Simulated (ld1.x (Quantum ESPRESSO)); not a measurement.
## Building the TM potential for Si (Z = 14) (PBE, non-relativistic).

```json
{
 "Element": "silicon (Si)",
 "Generator": "ld1.x (Quantum ESPRESSO) 7.5",
 "Type": "norm-conserving Troullier–Martins (Kleinman–Bylander form)",
 "Functional": "PBE",
 "Relativity": "non-relativistic",
 "Frozen core": "[Ne]",
 "Valence charge": "4",
 "Reference configuration": "3s2 3p1.75 (charge +0.25)",
 "Partial waves": "3s (bound): rc 1.25 bohr; 3p (bound): rc 1.55 bohr",
 "Local potential": "the p channel",
 "Core correction": "a·sin(br)/r model core inside 0.60 bohr"
}
```

All-electron outer shells of the reference configuration (PBE, non-relativistic, ld1.x):

| shell | level (eV) | outermost node (bohr) | outermost maximum (bohr) |
| --- | --- | --- | --- |
| 3s | -12.67 | 0.72 | 1.77 |
| 3p | -5.84 | 0.72 | 2.11 |

Results:

- Cutoffs needed: 50 Ry and 110 Ry (the cutoffs (Ry, on a coarse ladder) from which the occupation-weighted sum of valence levels, in a spherical-Bessel basis at the reference potential, stays within 10 and 1 mRy of its value at 400 Ry)
- Ghost test: no extra level below or beside the all-electron valence levels (s, p, d, f tested) (spherical-Bessel basis up to 400 Ry, 20 bohr box)
- Largest excitation error: +40 meV (all-electron minus pseudo) for 3s1 3p0, out of 7 test configurations

Generation and tests took about 2.6 s on one core of a shared server CPU.
